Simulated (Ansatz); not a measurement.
```yaml
crystal:
  periodic: [false, false, false]
  atoms:
    - {symbol: C, position_ang: [1.822351, 1.309123, -0.895659]}
    - {symbol: C, position_ang: [1.425727, 0.584947, -0.019288]}
    - {symbol: Se, position_ang: [0.860799, -0.510014, 1.328156]}
    - {symbol: Si, position_ang: [-1.227500, -0.793333, 0.422143]}
    - {symbol: H, position_ang: [2.174920, 1.949554, -1.669549]}
    - {symbol: H, position_ang: [-1.915793, 0.514770, 0.323460]}
    - {symbol: H, position_ang: [-1.115747, -1.420965, -0.915092]}
    - {symbol: H, position_ang: [-1.932757, -1.691283, 1.370029]}
basis:
  gaussian: {orbitals: def2-TZVP, fitting: {mean_field: def2-universal-jkfit}, final_grid: {core_spheres: 20, valence_spheres: 16, degree: 47}}
total_charge: 1
magnetization: {spin_polarized: true, initial_magnetization: 1}
hamiltonian: {xc: {name: rPW86-PBE}}
scf: {lower_state_search: off}
output: {forces: true}
```

```sh
$ ansatz run in.yaml --threads 2 --pin off --events-out ev --progress --plain --max-ram 4352MiB
```

It prints (some lines left out):

```
Functional definition: rPW86-PBE
616 factors; integrals over basis functions are off by at most 6.2e-1 eV
mean field evaluation 1: about -75371.9910 eV, gradient 6.4e1 eV
mean field evaluation 2: about -75193.3358 eV, gradient 1.5e2 eV
mean field evaluation 4: about -75379.3098 eV, gradient 4.3e1 eV
mean field evaluation 8: about -75392.7711 eV, gradient 1.1e0 eV
mean field evaluation 16: about -75392.7800 eV, gradient 2.4e-3 eV
mean field -75392.77997606 eV, -2770.6335610583 hartree, gradient 2.3e-6 eV, S^2 0.754926; 0 other end points of the search recorded, 0 dependent functions left out
reference -75392.78009126 eV, -2770.6335652919 hartree; 32, 31 occupied and 139, 140 virtual orbitals, 616 factors
Total energy: -75392.78009126 eV, -2770.6335652919 hartree
Atom 0 at     1.822351     1.309123    -0.895659 Å, force     0.635855     1.098961    -1.308028 eV/Å
Atom 1 at     1.425727     0.584947    -0.019288 Å, force    -0.785314    -1.616224     2.020381 eV/Å
Atom 2 at     0.860799    -0.510014     1.328156 Å, force     1.207483     0.586133    -0.136450 eV/Å
Atom 3 at    -1.227500    -0.793333     0.422143 Å, force    -1.959198    -0.495284    -0.491496 eV/Å
Atom 4 at     2.174920     1.949554    -1.669549 Å, force     0.119429     0.208875    -0.249467 eV/Å
Atom 5 at    -1.915793     0.514770     0.323460 Å, force     0.242914     0.201236     0.093489 eV/Å
Atom 6 at    -1.115747    -1.420965    -0.915092 Å, force     0.326863    -0.002109    -0.036599 eV/Å
Atom 7 at    -1.932757    -1.691283     1.370029 Å, force     0.211968     0.018412     0.108170 eV/Å
Dipole moment:    -0.008717     0.242463    -0.384814 e Å
Checks for a lower state left out: stability, starts, cluster_reference, orbital_swaps, neighbouring_geometries, increment
```

It took 4.5 s on 2 threads of an Arm Neoverse V2 on a shared host, with 0.21 GiB of host memory at the peak.
